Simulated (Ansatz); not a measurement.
A run for Ansatz (a quantum-chemistry and plane-wave program): U-CCSD(T)/aug-cc-pV(Q+d)Z on SH+, 2S+1 = 3, a spin state set in the input, which need not be the lowest, a point of a bond scan (R = 1.374 Å). Charge +1. Files ending in .json are basis or fitting sets from the Basis Set Exchange.

Ansatz 0.2 input:
```yaml
crystal:
  periodic: [false, false, false]
  atoms:
    - {symbol: H, position_ang: [0.00000000, 0.00000000, 0.00000000]}
    - {symbol: S, position_ang: [0.00000000, 0.00000000, 1.37397900]}
basis:
  gaussian:
    orbitals: aug-cc-pV_Q+d_Z.json
    pivot_positions_ang: [[0.00000000, 0.00000000, 0.00000000], [0.00000000, 0.00000000, 1.37397900]]
total_charge: 1
magnetization: {spin_polarized: true, initial_magnetization: 2}
correlation: {method: ccsd_t, electrons: outside_noble_gas}
output: {orbitals: {seedname: ./end}}
```

It printed:

```
WARN ansatz: RAYON_NUM_THREADS=2 ignored (pool sized by the plan → 2); use --threads N
Functional definition: HF
integrals: 0.42 GiB planned
895 factors; integrals over basis functions are off by at most 2.5e-4 eV
mean field: 0.33 GiB planned
mean field evaluation 1: about -10823.5229 eV, gradient 7.4e0 eV
mean field evaluation 2: about -10823.5231 eV, gradient 7.4e0 eV
mean field evaluation 4: about -10823.9321 eV, gradient 9.7e-1 eV
mean field evaluation 8: about -10823.9451 eV, gradient 4.3e-3 eV
mean field evaluation 16: about -10823.9451 eV, gradient 8.7e-6 eV
mean field -10823.94505813 eV, -397.7726441528 hartree, gradient 8.7e-6 eV, S^2 2.022308; 0 other end points of the search recorded, 0 dependent functions left out
5 core orbitals not correlated
reference -10823.94505813 eV, -397.7726441528 hartree; 4, 2 occupied and 126, 128 virtual orbitals, 895 factors
second order -3.40924300 eV of doubles, -0.00000000 eV of singles
coupled cluster: 1.01 GiB planned
cycle   1  -3.85506375 eV  change   -4.5e-1 eV  update   4.9e-2
cycle   2  -4.03775952 eV  change   -1.8e-1 eV  update   1.9e-2
cycle   3  -4.04680904 eV  change   -9.0e-3 eV  update   5.1e-3
cycle   4  -4.04728530 eV  change   -4.8e-4 eV  update   1.4e-3
cycle   5  -4.04710021 eV  change    1.9e-4 eV  update   5.0e-4
cycle   6  -4.04709417 eV  change    6.0e-6 eV  update   1.5e-4
cycle   7  -4.04713863 eV  change   -4.4e-5 eV  update   4.1e-5
cycle   8  -4.04714081 eV  change   -2.2e-6 eV  update   1.1e-5
cycle   9  -4.04713624 eV  change    4.6e-6 eV  update   3.5e-6
perturbative correction -0.14292448 eV, -0.0052523778 hartree
Total energy: -10828.13511885 eV, -397.9266260440 hartree
```

The run converged.

Cost: roughly 11 core-seconds.
